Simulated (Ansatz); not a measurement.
Start from `CC(C)(C)[N]=[Nb]([CH3])([F])[Cl]` and change one atom or group to get `[CH3][Nb](=[NH])([F])[Cl]`.

Ansatz, PBE0-D4/def2-TZVP geometries, multiplicity 1. Each molecule was computed in one conformer, which needn't be the lowest.

Elements past krypton have def2 core potentials.

| property | `CC(C)(C)[N]=[Nb]([CH3])([F])[Cl]` |
| --- | --- |
| HOMO energy (ωB97M-V/def2-TZVPP) / eV | -9.93 |
| size of the dipole moment (ωB97M-V/def2-TZVPP) / D | 2.11 |
| HOMO energy (PBE0/def2-TZVPP) / eV | -7.69 |
| LUMO energy (B3LYP/def2-TZVPP) / eV | -2.08 |
| HOMO–LUMO gap (ωB97M-V/def2-TZVPP) / eV | 10.20 |
| HOMO energy (PBE/def2-TZVPP) / eV | -6.40 |

(1) What does the change do to each property? (Best estimate.)

Answers

(1) Ansatz gave: 
| property | `[CH3][Nb](=[NH])([F])[Cl]` | shift |
| --- | --- | --- |
| HOMO energy (ωB97M-V/def2-TZVPP) / eV | -10.65 | -0.72 |
| size of the dipole moment (ωB97M-V/def2-TZVPP) / D | 1.52 | -0.59 |
| HOMO energy (PBE0/def2-TZVPP) / eV | -8.38 | -0.69 |
| LUMO energy (B3LYP/def2-TZVPP) / eV | -2.37 | -0.29 |
| HOMO–LUMO gap (ωB97M-V/def2-TZVPP) / eV | 10.67 | 0.47 |
| HOMO energy (PBE/def2-TZVPP) / eV | -7.02 | -0.62 |

With PBE0 the HOMO falls by 0.69 eV and the LUMO falls by 0.29 eV, so the gap widens by about 0.40 eV. PBE moves the HOMO by -0.62 eV and ωB97M-V by -0.72 eV. Dipoles are sizes alone; their direction can turn.

B3LYP here is the variant with VWN-RPA as its local correlation; programs differ in this.
